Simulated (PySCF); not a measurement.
# Unknown compound

An unknown has the formula C5H9F3O2Si. Its calculated NMR data are:

¹H NMR (500 MHz, computed): δ 4.69 (m, 1H), 4.55 (m, 1H), 4.52 (m, 1H), 4.31 (m, 1H), 4.21 (m, 1H), 3.49 (m, 1H), 3.43 (m, 1H), 1.23 (m, 1H), 0.72 (m, 1H).

¹³C{¹H} NMR (computed): δ 130.8 (C), 73.9 (CH2), 71.7 (CH2), 68.0 (CH), 12.9 (CH2).

[PySCF 2.14: NMR shieldings at PBE0/pcSseg-1/GIAO; geometry: GFN2-xTB; one computed conformer; gas phase; rapidly exchanging positions averaged; no relativistic terms]

Shifts are taken against calculated references (same method and geometry level): ¹H (σ = 31.72 ppm) and ¹³C (σ = 186.93 ppm) vs TMS.

Which candidate is it?
A. C[Si](C)(C)OC(=O)C(F)(F)F
B. FC(F)(F)O[C@H]1C[SiH2]CCO1
C. C[C@@H]1CO[SiH2]O[C@H]1C(F)(F)F
D. C[C@@H]1CO[SiH2]O[C@@H]1C(F)(F)F
E. FC(F)(F)O[C@H]1COCC[SiH2]1

Answers

E. 

- Rings plus π bonds: 1 (1 ring in the answer).
- 5 carbon signals for 5 carbons: no two carbons are equivalent.
- Carbon types of the structure: 1 × C, 1 × CH, 3 × CH2, leaving 2 H on heteroatoms.
- δC 130.8: CF3 carbon; 4 electronegative neighbours deshield it.
- δC 73.9, 71.7: sp3 CH2 bonded to O; the inductive effect lowers its shielding.
- δC 68.0: sp3 CH bonded to O and Si; deshielded by the electronegative neighbour.
- δH 4.69, 4.52, 3.49, 3.43: hydrogen on an sp3 CH2 bonded to O; its carbon carries O, which withdraws density.
- δH 4.21: hydrogen on an sp3 CH bonded to O and Si; its carbon carries O, an electronegative neighbour.

The others: FC(F)(F)O[C@H]1C[SiH2]CCO1 has carbons computed at 129.9, 103.0, 60.2, 14.2, 9.1; C[C@@H]1CO[SiH2]O[C@H]1C(F)(F)F would give 7 signals for carbon-bound and other non-exchanging H, not 9; C[C@@H]1CO[SiH2]O[C@@H]1C(F)(F)F would give 7 signals for carbon-bound and other non-exchanging H, not 9; C[Si](C)(C)OC(=O)C(F)(F)F would give 3 carbon signals, not 5.

Splittings by ¹⁹F in the carbon and heteronuclear signals aren't shown, as no couplings were computed. Shifts are as computed. Against solution values, carbons near 30 ppm lie about +3 ppm off and those near 130 ppm about +5 ppm. Of 1211 compounds with measured shifts, 218 miss one by over three times the rms of a fit or turn the order of signals round; such compounds aren't used in these exercises. No couplings were computed; multiplicities are counted from neighbouring protons, with m where these are inequivalent, close in shift, in a saturated or five-membered ring or joined by F or P, and br s for small geminal =CH2 splittings.
